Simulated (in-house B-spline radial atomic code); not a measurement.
**Ionising neutral titanium with different functionals**

Computed with a radial B-spline atomic code at the basis-set limit: scalar-relativistic (spin-free X2C) Hamiltonian, Fermi nucleus of rms radius 3.5921 fm, spin-polarised at highest spin, spherical fractional occupations for the functionals, the average over the highest-spin determinants for Hartree-Fock. The ionisation energy is the difference of two self-consistent energies, [Ar] 3d2 4s2 → [Ar] 3d2 4s1, without Breit or QED terms; ε is the level of the shell that loses the electron (its least bound occupied spin orbital).

Hybrids are left out here: with spherical fractional occupations of an open shell their exact exchange keeps a self-interaction that integer-occupation calculations don't have.

```tsv
method	rung	ΔSCF (eV)	-ε(4s) (eV)
Hartree-Fock	Hartree-Fock	5.57	5.76
LDA VWN5	LDA	6.93	4.30
LDA PW92	LDA	6.93	4.30
LDA exchange-only	LDA	5.62	3.30
PBE	GGA	6.70	4.17
PBEsol	GGA	6.65	4.17
BLYP	GGA	6.82	4.09
RPBE	GGA	6.68	4.13
PW91	GGA	6.74	4.20
BP86	GGA	6.86	4.31
AM05	GGA	6.61	4.10
OLYP	GGA	6.63	3.92
TPSS	meta-GGA	6.59	4.16
SCAN	meta-GGA	6.44	4.25
r2SCAN	meta-GGA	6.42	4.24
revTPSS	meta-GGA	6.61	4.22
```

(1) How do they compare with the NIST value?

Results:

(1) NIST lists 6.828 eV (measured, ground level to ground level). Errors run from -1.26 to +0.11 eV; BLYP is closest (-0.00 eV), but part of that can be cancellation, since the calculations leave out spin-orbit coupling, Breit-QED terms, multiplet and fine-structure energies. Hartree-Fock also lacks correlation.
